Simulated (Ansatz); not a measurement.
**Nudged elastic band run: ClH5OSn**

The input (input.yaml):

```yaml
crystal:
  periodic: [false, false, false]
  atoms:
    - { symbol: Sn, position_ang: [-0.37315, -0.224056, -0.012532] }
    - { symbol: H, position_ang: [-0.722545, -0.583521, 1.618428] }
    - { symbol: O, position_ang: [1.611749, 0.163757, -0.163808] }
    - { symbol: H, position_ang: [2.177544, -0.604164, -0.018216] }
    - { symbol: H, position_ang: [-1.082619, 1.198168, -0.610115] }
    - { symbol: H, position_ang: [-0.628114, -1.579456, -1.029411] }
    - { symbol: Cl, position_ang: [1.573744, 2.316732, 1.794226] }
    - { symbol: H, position_ang: [1.811093, 1.36704, 0.876728] }
basis:
  gaussian: { orbitals: def2-SVP }
hamiltonian:
  xc: pbe0
  dispersion: d4
neb:
  order_check: false
  images: 6
  f_tol: 0.05
  max_iterations: 60
  climbing: false
  final_atoms:
    - { symbol: Sn, position_ang: [-0.36374239, 0.49915406, -0.62930743] }
    - { symbol: H, position_ang: [2.16724151, -0.48828247, 2.50648007] }
    - { symbol: O, position_ang: [1.48371304, -0.17681298, -0.78089153] }
    - { symbol: H, position_ang: [1.83334177, -0.48553114, 0.06360693] }
    - { symbol: H, position_ang: [-0.61409503, 1.44090857, -2.02288453] }
    - { symbol: H, position_ang: [-1.46512147, -0.76226292, -0.29019487] }
    - { symbol: Cl, position_ang: [-0.4028986, 1.91172873, 1.26212331] }
    - { symbol: H, position_ang: [1.72926319, 0.11559815, 2.34636805] }
  initial_path:
    images:
      - { positions_ang: [[-0.37315, -0.224056, -0.012532], [-0.722545, -0.583521, 1.618428], [1.611749, 0.163757, -0.163808], [2.177544, -0.604164, -0.018216], [-1.082619, 1.198168, -0.610115], [-0.628114, -1.579456, -1.029411], [1.573744, 2.316732, 1.794226], [1.811093, 1.36704, 0.876728]] }
      - { positions_ang: [[-0.25266767, -0.16082652, -0.02946362], [-0.56827115, -0.44959681, 1.72812427], [1.71011965, 0.14527497, -0.26312666], [2.21908425, -0.66964567, -0.19541], [-0.99063019, 1.26026318, -0.62699123], [-0.63197173, -1.53337042, -0.96642901], [1.48853602, 2.26670897, 1.57924277], [1.39350282, 1.19569229, 1.22935348]] }
      - { positions_ang: [[-0.13218534, -0.09759703, -0.04639525], [-0.41399729, -0.31567262, 1.83782054], [1.8084903, 0.12679295, -0.36244533], [2.2606245, -0.73512734, -0.372604], [-0.89864137, 1.32235835, -0.64386747], [-0.63582946, -1.48728483, -0.90344702], [1.40332804, 2.21668595, 1.36425954], [0.97591264, 1.02434459, 1.58197897]] }
      - { positions_ang: [[-0.01170301, -0.03436755, -0.06332687], [-0.25972344, -0.18174843, 1.94751682], [1.90686094, 0.10831092, -0.46176399], [2.30216474, -0.80060902, -0.549798], [-0.80665256, 1.38445353, -0.6607437], [-0.63968719, -1.44119925, -0.84046502], [1.31812005, 2.16666292, 1.14927632], [0.55832246, 0.85299688, 1.93460445]] }
      - { positions_ang: [[-0.01035907, 0.06894817, -0.15143764], [0.1531032, -0.16814293, 2.0743814], [1.88857009, 0.05965807, -0.54991878], [2.252993, -0.78366147, -0.53810901], [-0.73972056, 1.41913075, -0.86256792], [-0.75925968, -1.32445738, -0.73486272], [1.03574254, 2.10880531, 1.07326165], [0.54663249, 0.67421947, 2.14455303]] }
      - { positions_ang: [[-0.12815351, 0.21235013, -0.31072757], [0.82448264, -0.27485611, 2.21841429], [1.75361774, -0.01916562, -0.6269097], [2.11310925, -0.68428469, -0.33753703], [-0.69784539, 1.42639003, -1.24934012], [-0.99454695, -1.13705923, -0.5866401], [0.55619549, 2.04311312, 1.13621554], [0.94084272, 0.48801236, 2.2118247]] }
      - { positions_ang: [[-0.24594795, 0.3557521, -0.4700175], [1.49586207, -0.38156929, 2.36244718], [1.61866539, -0.0979893, -0.70390062], [1.97322551, -0.58490792, -0.13696505], [-0.65597021, 1.4336493, -1.63611233], [-1.22983421, -0.94966107, -0.43841748], [0.07664845, 1.97742093, 1.19916943], [1.33505295, 0.30180525, 2.27909638]] }
      - { positions_ang: [[-0.36374239, 0.49915406, -0.62930743], [2.16724151, -0.48828247, 2.50648007], [1.48371304, -0.17681298, -0.78089153], [1.83334177, -0.48553114, 0.06360693], [-0.61409503, 1.44090857, -2.02288453], [-1.46512147, -0.76226292, -0.29019487], [-0.4028986, 1.91172873, 1.26212331], [1.72926319, 0.11559815, 2.34636805]] }
```

Command:

```bash
$ ansatz run input.yaml --threads 2 --pin off --max-ram 3072MiB --backend cpu --events-out ev --progress --plain --runs-dir out
```

Output, in part (warnings, iteration lines, the closing report on the highest movable image, with atoms numbered from 0):

```
NEB end point (image 0): max|allowed force component| = 1.798e-2 eV/Å (the criterion of neb.relax_end_points is 1.000e-2)
NEB end point (image 7): max|allowed force component| = 2.132e-2 eV/Å (the criterion of neb.relax_end_points is 1.000e-2)
NEB iter   1: max|band force component| = 1.186e1 eV/Å  barrier→ = 2.4744 eV  barrier← = 2.8102 eV  Δτ_max = 0.2000 Å  (198 SCF iters)
NEB iter   2: max|band force component| = 2.826e0 eV/Å  barrier→ = 1.6577 eV  barrier← = 1.9935 eV  Δτ_max = 0.2000 Å  (171 SCF iters)
NEB iter   3: max|band force component| = 1.345e0 eV/Å  barrier→ = 1.4718 eV  barrier← = 1.8076 eV  Δτ_max = 0.2000 Å  (173 SCF iters)
NEB iter   4: max|band force component| = 1.399e0 eV/Å  barrier→ = 1.5721 eV  barrier← = 1.9079 eV  Δτ_max = 0.1001 Å  (168 SCF iters)
NEB iter   5: max|band force component| = 9.640e-1 eV/Å  barrier→ = 1.5360 eV  barrier← = 1.8718 eV  Δτ_max = 0.0999 Å  (169 SCF iters)
NEB iter   6: max|band force component| = 4.866e-1 eV/Å  barrier→ = 1.4521 eV  barrier← = 1.7879 eV  Δτ_max = 0.1003 Å  (168 SCF iters)
NEB iter   7: max|band force component| = 2.575e-1 eV/Å  barrier→ = 1.3413 eV  barrier← = 1.6771 eV  Δτ_max = 0.1954 Å  (167 SCF iters)
NEB iter   8: max|band force component| = 7.426e-1 eV/Å  barrier→ = 1.0014 eV  barrier← = 1.3372 eV  Δτ_max = 0.1012 Å  (171 SCF iters)
NEB iter   9: max|band force component| = 3.763e-1 eV/Å  barrier→ = 0.8511 eV  barrier← = 1.1869 eV  Δτ_max = 0.1004 Å  (166 SCF iters)
NEB iter  10: max|band force component| = 6.044e-1 eV/Å  barrier→ = 0.8017 eV  barrier← = 1.1374 eV  Δτ_max = 0.0501 Å  (165 SCF iters)
NEB iter  11: max|band force component| = 1.518e-1 eV/Å  barrier→ = 0.7878 eV  barrier← = 1.1236 eV  Δτ_max = 0.0991 Å  (170 SCF iters)
NEB iter  12: max|band force component| = 2.383e-1 eV/Å  barrier→ = 0.8630 eV  barrier← = 1.1988 eV  Δτ_max = 0.0505 Å  (162 SCF iters)
NEB iter  13: max|band force component| = 8.986e-1 eV/Å  barrier→ = 0.8020 eV  barrier← = 1.1378 eV  Δτ_max = 0.0250 Å  (156 SCF iters)
NEB iter  14: max|band force component| = 1.620e-1 eV/Å  barrier→ = 0.7682 eV  barrier← = 1.1040 eV  Δτ_max = 0.0500 Å  (156 SCF iters)
NEB iter  15: max|band force component| = 9.263e-2 eV/Å  barrier→ = 0.7679 eV  barrier← = 1.1037 eV  Δτ_max = 0.0501 Å  (160 SCF iters)
NEB iter  16: max|band force component| = 2.230e-1 eV/Å  barrier→ = 0.7734 eV  barrier← = 1.1092 eV  Δτ_max = 0.0251 Å  (154 SCF iters)
NEB iter  17: max|band force component| = 4.618e-2 eV/Å  barrier→ = 0.7733 eV  barrier← = 1.1091 eV  Δτ_max = 0.0000 Å  (308 SCF iters)
Total energy: -20469.88905902 eV, -752.2545479298 hartree
Atom 0 at     0.066780    -0.024642    -0.171787 Å, force    -0.032771    -0.399461     0.080506 eV/Å
Atom 1 at     0.292006    -0.293813     1.564456 Å, force    -0.107411     0.042860    -0.381348 eV/Å
Atom 2 at     1.875632    -0.199181    -0.968891 Å, force    -0.038438    -0.012335    -0.051178 eV/Å
Atom 3 at     2.365921    -0.932183    -0.583148 Å, force     0.067493    -0.053548    -0.005247 eV/Å
Atom 4 at    -0.528658     1.387380    -0.922113 Å, force     0.046277    -0.064173     0.270550 eV/Å
Atom 5 at    -0.941217    -1.368755    -0.474159 Å, force    -0.104291    -0.234309    -0.294337 eV/Å
Atom 6 at     0.659052     2.386840     1.873337 Å, force     0.116160     0.150957     0.410158 eV/Å
Atom 7 at     0.578187     1.098855     2.137606 Å, force     0.052981     0.570009    -0.029105 eV/Å
Dipole moment:    -0.187757    -0.369260     0.198560 e Å
```

The run converged. No image climbed, so the highest image needn't sit at the top of the path. A band with more images between the same ends climbed to 1.55 eV, so this one has probably stepped over the top. The orbitals stay closed-shell, which can raise the energy where a bond breaks towards radicals; this wasn't checked here.

Final band (atoms are numbered from 1 in the order of the input):

```csv
image,path coordinate (Å),energy (kcal/mol),Sn1–H2 (Å),Cl7–H8 (Å),Sn1–Cl7 (Å)
0,0.00,0.0,1.71,1.34,3.68
1,1.20,6.6,1.71,1.29,3.68
2,2.39,10.3,1.72,1.29,3.80
3,3.59,17.8,1.77,1.32,3.22
4,4.79,17.6,2.34,2.03,2.52
5,5.98,-6.0,3.25,2.57,2.37
6,7.18,-7.6,3.77,2.96,2.36
7,8.38,-7.7,4.15,2.99,2.36
```

The run took 3.4 min on 2 threads of Arm Neoverse V1, on a shared host, peak memory 0.18 GiB.
